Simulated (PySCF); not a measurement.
Structure problem from calculated spectra and properties.

Formula: CH6O3Si.

| Item | Value |
| --- | --- |
| 13C NMR | chemical shifts (computed TMS as zero) by class: -1.2 (1 C) ppm [GIAO PBE0/pcSseg-1] |
| NMR, other nuclei | isotropic shieldings of nuclei other than C and H, by class: 283 (3 O), 388 (1 Si) ppm [GIAO PBE0/pcSseg-1] |
| Rotational structure | rotational constants A, B, C: 3.950, 3.587, 3.584 GHz [GFN2-xTB] |
| Dipole | 1.08 D [PBE0/pcSseg-1] |
| 1H NMR | chemical shifts (computed TMS as zero) by class: 1.89 (3 H), -0.06 (3 H) ppm [GIAO PBE0/pcSseg-1] |

Gas-phase values; electronic properties from PySCF, density fitting. Levels stand in brackets. The structure is a single GFN2-xTB conformer in the gas phase; no vibrational or solvent corrections. NMR values are class means; diastereotopic atoms form classes of their own.

Question: What is the compound? Reason from the data.

Answer: Numbering: `[CH3:1][Si:2]([OH:3])([OH:4])[OH:5]`. Its formula, CH6O3Si, gives 0 degrees of unsaturation, so no ring and no π bond. The one carbon: Si-methyl carbon [C1] (-1.2 ppm). Hydrogen classes from least to most shielded: 3 H on 3 silanol oxygens, O3/O4/O5 (1.89 ppm), 3 H on an Si-methyl carbon, C1 (-0.06 ppm). The other shieldings belong to: 283 ppm, silanol oxygen [O3/O4/O5]; 388 ppm, oxygen-bound silicon [Si2]. The optimised geometry has point group C3 and is a prolate symmetric top (the spread among constants that symmetry makes equal is optimisation noise). Structure: `O[Si](O)(O)C`. Computed isomers that give other values at the same levels: `CO[SiH](O)O` (13C chemical shifts (computed TMS as zero) by class: 51.2 (1 C) ppm). The assignments are read from this structure; whether some other isomer fits the data as well wasn't checked.

Conformer computed: `[CH3:1][Si:2]([OH:3])([OH:4])[OH:5]`: H–O3–Si2–C1 81°, H–O4–Si2–C1 80°, H–O5–Si2–C1 81°.
